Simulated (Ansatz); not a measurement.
Geometry optimisation, Ansatz, UKS CAM-B3LYP/def2-SVP.

Input file:

```yaml
crystal:
  periodic: [false, false, false]
  atoms:
    - { symbol: B, position_ang: [0.0, 0.0, 0.0] }
    - { symbol: Cl, position_ang: [0.0, 0.0, 2.11] }
    - { symbol: Cl, position_ang: [1.6108, 0.0, -0.93] }
    - { symbol: Cl, position_ang: [-1.6108, 0.0, -0.93] }
    - { symbol: O, position_ang: [0.0, 0.0, 4.0] }
    - { symbol: H, position_ang: [-0.5144, -0.8011, 4.3371] }
magnetization:
  spin_polarized: true
  initial_magnetization: 1
basis:
  gaussian: { orbitals: def2-SVP }
hamiltonian:
  xc: cam_b3lyp
relax:
  f_tol: 0.15
  max_steps: 25
  restrain:
    - { distance: [1, 4], at: 1.59, k: 30.0 }
    - { distance: [0, 1], at: 3.06, k: 30.0 }
```

Launched with:

```bash
$ ansatz run input.yaml --threads 4 --pin off --max-ram 5120MiB --backend cpu --events-out ev --progress --plain --runs-dir out
```

Where does it end, and by what steps?

The run converged. The restraints hold the end off the free minimum; the threshold counts their pulls, which the force column leaves out. Restrained pairs: Cl2–O5 (1.89 → 1.65 Å), B1–Cl2 (2.11 → 3.06 Å). After 6 steps the energy has risen by 0.457 eV (the restraints' own energy left out); Cl2 moved furthest, 0.52 Å.

```tsv
step	energy less start (eV)	largest force component (eV/Å)	accepted
0	0.0000	5.265	yes
1	0.3789	1.533	yes
2	0.8143	4.699	yes
3	0.4998	1.715	yes
4	0.4547	1.644	yes
5	0.4839	1.149	no
6	0.4566	1.791	yes
```

```xyz
6
Properties=species:S:1:pos:R:3
B 0.004 0.027 -0.424
Cl -0.013 0.018 2.633
Cl 1.541 -0.016 -1.200
Cl -1.527 0.012 -1.215
O -0.038 -0.007 4.280
H -0.483 -0.834 4.513
```

The run took 17 s on 4 threads of Arm Neoverse V1, with other jobs on the host, peak memory 0.31 GiB.
